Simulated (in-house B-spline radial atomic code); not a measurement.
## RPA and G0W0 on TPSS: I6+

Configuration [Kr] 4d10 5s1, highest spin, mean-field start TPSS. Computed with a B-spline radial code for spherical atoms: all electrons, non-relativistic, point nucleus, each spin shell either full or empty, empty states to l = 9 with an (l + 1/2)⁻⁴ tail; G0W0 by contour deformation at full frequency.

Without relativity these are model numbers: it shifts the levels of so heavy an element strongly and can reorder them.

Command:
```bash
python run_gw.py task.json out
```
Settings (radii: box in bohr, nucleus in fm):
```
Z                        53
electrons                47
configuration            [Kr] 4d10 5s1
hamiltonian              nr
method                   tpss,tpss
lmax                     9
spin_polarised           True
box_radius               9.29
intervals                51
ion_configuration        [Kr] 4d10
```

Cost of the run: 8.9 s on 1 thread of Arm Neoverse N1, on a shared host.

Energies (hartree):

| term | value |
| --- | --- |
| mean-field total | -6912.11743 |
| Hartree-Fock functional on these orbitals | -6910.05845 |
| direct second order | -4.1643 |
| second-order exchange | 1.1475 |
| SOSEX correction | 1.0741 |

What is the RPA correlation energy, and what remains with SOSEX?

RPA gives -3.6983 hartree (-2.14 eV per electron); RPA + SOSEX gives -2.6242, and the second-order doubles -3.0169 hartree (no singles). SOSEX takes back 29 % of the RPA value.

Quasi-particle levels (eV):

| level | occupied | mean field | Σx - vxc | Σc | QP weight | G0W0 |
| --- | --- | --- | --- | --- | --- | --- |
| 5s up | yes | -79.17 | -4.09 | ? | ? | ? |
| 4d down | yes | -125.32 | -12.18 | 0.60 | 0.952 | -136.91 |
| 4d up | yes | -125.68 | -12.15 | 0.61 | 0.949 | -137.22 |
| 5s down | no | -77.58 | 8.28 | -3.09 | 0.951 | -72.38 |

G0W0 = mean field + (Σx - vxc) + Σc, with Σc (partial-wave tail included) taken at the quasi-particle energy. Only the outer levels were computed. Levels of low weight are left out.

Where does G0W0 put 5s up?

At -85.55 eV, with Σc = -2.30 eV and a quasi-particle weight of 0.970. The tabulated removal energy is 87.61 ± 0.06 eV (NIST, semi-empirical); the calculation leaves out relativity, Breit and QED terms, and what these don't explain is the method's own error.

What does it cost to remove one electron (to [Kr] 4d10) by differences of total energies, each species on its own start (correlation terms add to the Hartree-Fock functional)?

TPSS 84.92 eV, Hartree-Fock functional 83.03 eV, + RPA 85.33 eV, + RPA + SOSEX 84.53 eV, + second order 85.53 eV. Tabulated: 87.61 ± 0.06 eV (NIST, semi-empirical); the calculation leaves out relativity, Breit and QED terms, and what these don't explain is the method's own error.
